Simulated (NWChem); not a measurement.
System: BeHSF; SMILES [F][Be][SH]

```xyz
4

Be     0.0215    -0.6730     0.0000
F      0.0192    -2.0491     0.0000
S      0.0641     1.2366     0.0000
H     -1.2849     1.3479     0.0000
```
Atoms are numbered in this order, from 1.

All runs: NWChem. Structure relaxed at the B3LYP/6-31G* (spherical d) level. Vertical excitations in the gas phase; the lowest state need not have the same character in each row.

| level | lowest excitation, singlet (eV) | oscillator strength of that lowest state | lowest state with f > 0.02, singlet (eV) | oscillator strength of that bright state | orbital gap (eV) |
|---|---|---|---|---|---|
| PBE/def2-SVPD, TDA | 5.52 | 0.035 | 5.52 | 0.035 | 5.38 |
| B3LYP/def2-SVPD, TDA | 5.70 | 0.035 | 5.70 | 0.035 | 6.79 |
| BHandHLYP/def2-SVPD, TDA | 6.04 | 0.031 | 6.04 | 0.031 | 8.94 |
| LRC-wPBEh/def2-SVPD, TDA | 6.00 | 0.017 | 6.27 | 0.064 | 10.69 |
